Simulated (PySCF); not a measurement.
# `C=C=C(CO)[SiH2]C#N`, C5H7NOSi

Molfile (atoms numbered from 1):
```
C5H7NOSi
     RDKit          3D

 15 14  0  0  0  0  0  0  0  0999 V2000
   -1.1983    2.5827   -0.2105 C   0  0  0  0  0  0  0  0  0  0  0  0
   -0.8208    1.3465   -0.1328 C   0  0  0  0  0  0  0  0  0  0  0  0
   -0.4133    0.1157   -0.0914 C   0  0  0  0  0  0  0  0  0  0  0  0
   -0.9457   -0.9210    0.8708 C   0  0  0  0  0  0  0  0  0  0  0  0
   -0.0635   -2.0165    0.9588 O   0  0  0  0  0  0  0  0  0  0  0  0
    0.9261   -0.5766   -1.2363 Si  0  0  0  0  0  4  0  0  0  0  0  0
    2.4133   -0.8056   -0.1215 C   0  0  0  0  0  0  0  0  0  0  0  0
    3.2817   -0.9350    0.6154 N   0  0  0  0  0  0  0  0  0  0  0  0
   -2.0178    2.8877   -0.8411 H   0  0  0  0  0  0  0  0  0  0  0  0
   -0.7129    3.3610    0.3559 H   0  0  0  0  0  0  0  0  0  0  0  0
   -1.1464   -0.4847    1.8570 H   0  0  0  0  0  0  0  0  0  0  0  0
   -1.8837   -1.3304    0.4799 H   0  0  0  0  0  0  0  0  0  0  0  0
    0.6908   -1.7796    1.5095 H   0  0  0  0  0  0  0  0  0  0  0  0
    0.5865   -1.8736   -1.8108 H   0  0  0  0  0  0  0  0  0  0  0  0
    1.2995    0.4373   -2.2247 H   0  0  0  0  0  0  0  0  0  0  0  0
  1  2  2  0
  2  3  2  0
  3  4  1  0
  4  5  1  0
  3  6  1  0
  6  7  1  0
  7  8  3  0
  1  9  1  0
  1 10  1  0
  4 11  1  0
  4 12  1  0
  5 13  1  0
  6 14  1  0
  6 15  1  0
M  END
```

Level of theory: PySCF 2.14.0, GIAO CAM-B3LYP/pcSseg-1 magnetisability, rotational g tensor and spin-rotation constants, non-relativistic, gas phase. Geometry: GFN2-xTB.

Task: Give the nuclear spin-rotation constants along the inertial axes (H = +C I·J) beside the isotropic shieldings.

Result: Rotational constants 2.2886, 1.1852, 0.9698 GHz. A star marks the isotopologue with that one atom substituted, in its own axes.
| atom | isotope | Caa (kHz) | Cbb (kHz) | Ccc (kHz) | mean (kHz) | σ (ppm) |
| --- | --- | --- | --- | --- | --- | --- |
| N8 | 14N | 0.338 | 0.315 | 0.137 | 0.263 | -93.5 |
| H9 | 1H | 0.024 | -0.135 | -0.044 | -0.052 | 27.0 |
| H10 | 1H | -0.242 | -0.087 | 0.030 | -0.100 | 26.9 |
| H11 | 1H | -0.216 | -0.092 | 0.028 | -0.093 | 27.0 |
| H12 | 1H | -0.193 | -0.046 | -0.019 | -0.086 | 27.1 |
| H13 | 1H | -0.214 | -0.124 | -0.037 | -0.125 | 30.0 |
| H14 | 1H | -0.168 | -0.071 | -0.004 | -0.081 | 26.8 |
| H15 | 1H | -0.192 | 0.033 | -0.089 | -0.083 | 27.5 |
| C1 | 13C* | 0.528 | 0.183 | 0.301 | 0.337 | 108.0 |
| C2 | 13C* | 0.960 | 0.556 | 0.461 | 0.659 | -37.4 |
| C3 | 13C* | 0.583 | 0.402 | 0.209 | 0.398 | 85.2 |
| C4 | 13C* | 0.380 | 0.277 | 0.240 | 0.299 | 118.8 |
| O5 | 17O* | -0.265 | -0.096 | -0.084 | -0.148 | 281.1 |
| Si6 | 29Si* | -1.252 | -0.642 | -0.559 | -0.818 | 413.5 |
| C7 | 13C* | 0.576 | 0.556 | 0.212 | 0.448 | 56.0 |

For the geometry as given, no vibrational averaging.

Task: How do the rotational constants and the g tensor change when H9, H10, H11, H12, H13, H14, H15 are replaced by deuterium?

Result: Constants 2.0139, 1.0800, 0.8851 GHz; g -0.0238, -0.0177, -0.0141, against -0.0265, -0.0191, -0.0156 before.
